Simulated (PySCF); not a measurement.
Input for PySCF: R-HF/STO-3G on BH5OSi (SMILES BO[SiH3]), a point of a torsion scan.

```python
from pyscf import gto, scf, dft, mp
from pyscf.data.elements import chemcore

mol = gto.M(
    atom='''
    B     1.56369730   -0.25205016    0.31407493
    O     0.27141273   -0.03294570    0.35334461
    Si   -1.23601079    0.14859028   -0.19420372
    H     2.07387837   -0.65816079   -0.67060025
    H     2.20036999   -0.04360583    1.28370911
    H    -1.42352674   -0.45842189   -1.51566595
    H    -2.05119953   -0.52884934    0.81202766
    H    -1.43283385    1.59577120   -0.24424607
    ''',
    basis='sto-3g',
    charge=0, spin=0, verbose=3, max_memory=1800)
mf = scf.RHF(mol)
mf.conv_tol = 1e-8
mf.max_cycle = 100
mf.kernel()
if not mf.converged:
    mf = mf.newton().run(mf.mo_coeff, mf.mo_occ)
```

It printed:

```
converged SCF energy = -386.784736817567
```

Self-consistency was reached.

Cost: very roughly 0.5 core-seconds.
